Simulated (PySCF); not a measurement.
Ligands exchanged one at a time, Sn OH-H. All species are isolated molecules in the gas phase. One relaxed conformer stands for each flexible species; it need not be the lowest. Strings in code marks are SMILES.

The numbers are results of PBE-D3(BJ)/def2-TZVP run with PySCF, not measurements. 

```tsv
species	S1 oscillator strength	LUMO (eV)	HOMO (eV)
0 of 4 OH replaced by H (`[OH][Sn]([OH])([OH])[OH]`)	0.015	-2.90	-7.38
1 of 4 OH replaced by H (`[OH][SnH]([OH])[OH]`)	0.047	-2.15	-7.07
2 of 4 OH replaced by H (`[SnH2]([OH])[OH]` (H–O–Sn–O torsion 55°, O–Sn–O–H torsion -102°))	0.028	-1.56	___
3 of 4 OH replaced by H (`[OH][SnH3]`)	0.016	-1.43	-6.58
4 of 4 OH replaced by H (`[SnH4]`)	–	___	___
```

Problem. Complete the blanks.

Solution. 
- 2 of 4 OH replaced by H (`[SnH2]([OH])[OH]` (H–O–Sn–O torsion 55°, O–Sn–O–H torsion -102°)), HOMO (eV): -6.78
- 4 of 4 OH replaced by H (`[SnH4]`), LUMO (eV): -0.40
- 4 of 4 OH replaced by H (`[SnH4]`), HOMO (eV): -7.92
